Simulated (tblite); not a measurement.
Compound: C₈H₉O (doublet state).
Cartesian coordinates in Å at the GFN2-xTB level; atoms count from 1:
```
atom  x, y, z in Å
C1    -1.424    1.803    0.966
C2    -1.087    0.956    0.171
C3    -0.674    0.015   -0.762
C4    -1.274   -1.256   -0.857
C5    -2.322   -1.674   -0.113
C6     0.509    0.354   -1.619
C7     1.703   -0.251   -0.883
C8     2.270    0.629    0.195
O9     2.109   -1.357   -1.131
H10   -1.735    2.527    1.658
H11   -0.844   -1.927   -1.589
H12   -2.775   -1.034    0.625
H13   -2.738   -2.658   -0.235
H14    0.625    1.433   -1.719
H15    0.417   -0.117   -2.598
H16    1.466    1.041    0.802
H17    2.804    1.457   -0.269
H18    2.961    0.065    0.817
```

All values are computed: GFN2-xTB (tblite) harmonic vibrations without scaling, gas phase. Errors from tens to a few hundred cm⁻¹ against measured bands are possible. One conformer, not necessarily the lowest. Open shells enter through the occupations alone, without spin polarisation, and single modes of such species can be off by tens of per cent.

Harmonic wavenumbers (cm⁻¹): 38.9, 67.0, 95.4, 132.0, 137.8, 169.5, 247.2, 251.5, 363.0, 418.5, 434.4, 495.4, 525.8, 561.0, 574.2, 641.2, 675.9, 783.1, 821.2, 836.1, 920.7, 965.7, 988.0, 997.2, 1027.0, 1102.0, 1169.4, 1206.2, 1220.7, 1304.2, 1347.9, 1368.7, 1399.9, 1439.7, 1452.8, 1456.0, 1530.4, 1768.2, 2166.9, 2994.6, 3005.8, 3015.5, 3029.4, 3054.1, 3062.3, 3113.2, 3150.2, 3391.6.

A = 2199, B = 1297, C = 938.0 MHz; mass 121.065 u (most abundant isotopes); point group C1, symmetry number 1; spin multiplicity 2.

Q: Zero-point energy?

A: ½Σν̃ = 30459 cm⁻¹ = 364.36 kJ/mol.

Q: Give the ideal-gas entropy at 273.15 K and 1 bar in the rigid-rotor, harmonic-oscillator model (classical rotation).

A: Translation 166.85, rotation 120.98, vibration 122.97, spin (R ln 2) 5.76: S = 416.6 J/(mol K).

Q: And Cp and H(273.15 K) − H(0)?

A: Cp = 155.63 J/(mol K), of which vibrations give 122.38 (their classical limit is 48 R = 399.1); H(273.15 K) − H(0) = 26.53 kJ/mol without the zero-point energy, 17.44 from vibrations.

Q: Blend soft modes into free rotors: weight 1/[1 + (100 cm⁻¹/ν̃)⁴] for the oscillator and the rest for a rotor with moment μB/(μ + B), μ = h/(8π²ν), B = 10⁻⁴⁴ kg m². What vibrational entropy results?

A: 112.29 J/(mol K) in place of 122.97, which changes −T·S at 273.15 K by +2.91 kJ/mol.

Q: How do the functions run with temperature in this model?

A: 
| T (K) | S (J/(mol K)) | Cp (J/(mol K)) | H − H(0) (kJ/mol) | G − H(0) (kJ/mol) | ln q(vib) |
| --- | --- | --- | --- | --- | --- |
| 50 | 253.3 | 59.1 | 2.19 | -10.47 | 0.67 |
| 100 | 302.2 | 83.5 | 5.79 | -24.43 | 2.09 |
| 298.15 | 430.6 | 165.7 | 30.54 | -97.85 | 7.81 |
| 373.15 | 471.0 | 194.4 | 44.06 | -131.67 | 9.88 |
| 500 | 533.8 | 235.4 | 71.42 | -195.47 | 13.29 |
| 750 | 640.8 | 292.0 | 137.89 | -342.72 | 19.61 |
| 1000 | 730.2 | 329.1 | 215.83 | -514.41 | 25.37 |

q(vib) and H(0) count from the zero-point level.

Q: Which modes carry the vibrational entropy at 273.15 K?

A: 38.9 cm⁻¹: 21.51; 67.0 cm⁻¹: 17.02; 95.4 cm⁻¹: 14.12; 132.0 cm⁻¹: 11.50; 137.8 cm⁻¹: 11.16; 169.5 cm⁻¹: 9.53 J/(mol K); the other 42 give 38.13 together.

Hindered rotation and anharmonicity are outside this model. Other conformers, if any are populated, would add a mixing term that is left out. The structure is chiral; the term R ln 2 for an equal mix with its mirror image is left out.
